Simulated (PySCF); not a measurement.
PySCF input for ScCl₃, SMILES [Cl][Sc]([Cl])[Cl], IEF-PCM-M06-2X/def2-SVP. Geometry optimised at ωB97X-D3(BJ)/def2-SVP. The isomer is the one that the SMILES or the coordinates give; other isomers of the formula were not compared.

```python
import numpy as np
from pyscf import gto, scf, dft
from pyscf.solvent import pcm

mol = gto.M(
    atom='''
    Sc   -0.00000000    0.00000000   -0.00000000
    Cl    2.25699721   -0.00000000    0.00000000
    Cl   -1.12849860   -1.95461691    0.00000000
    Cl   -1.12849860    1.95461691    0.00000000
    ''',
    basis='def2-SVP',
    charge=0,
    spin=0,
    max_memory=1600,
    verbose=3,
)
mf = dft.RKS(mol, xc='m06-2x').density_fit(auxbasis='def2-universal-jkfit')
mf.grids.level = 4
mf.conv_tol = 1e-9
mf.max_cycle = 100
mf.kernel()
res = {}
for name, eps in {'water': 78.355, 'chlorobenzene': 5.6968, 'diethylether': 4.24}.items():
    s = mf.PCM()
    s.with_solvent.method, s.with_solvent.eps, s.with_solvent.lebedev_order = 'IEF-PCM', eps, 29
    s.kernel(mf.make_rdm1())
    res[name] = (s.e_tot, eps, s.dip_moment(), s.mo_energy, s.converged)
    print(f'{name}: electrostatic solvation free energy {(s.e_tot - mf.e_tot) * 627.509474:.3f} kcal/mol')
```

Program output:

```
converged SCF energy = -2140.97318576913

WARN: PCM is an experimental feature. It is still in testing.
Features and APIs may be changed in the future.

converged SCF energy = -2140.9868913986
Dipole moment(X, Y, Z, Debye): -0.00003,  0.00000,  0.00000
water: electrostatic solvation free energy -8.600 kcal/mol

WARN: PCM is an experimental feature. It is still in testing.
Features and APIs may be changed in the future.

converged SCF energy = -2140.98342032792
Dipole moment(X, Y, Z, Debye): -0.00003,  0.00000, -0.00000
chlorobenzene: electrostatic solvation free energy -6.422 kcal/mol

WARN: PCM is an experimental feature. It is still in testing.
Features and APIs may be changed in the future.

converged SCF energy = -2140.98231411629
Dipole moment(X, Y, Z, Debye):  0.00001, -0.00000,  0.00000
diethylether: electrostatic solvation free energy -5.728 kcal/mol
```

Self-consistency was reached.
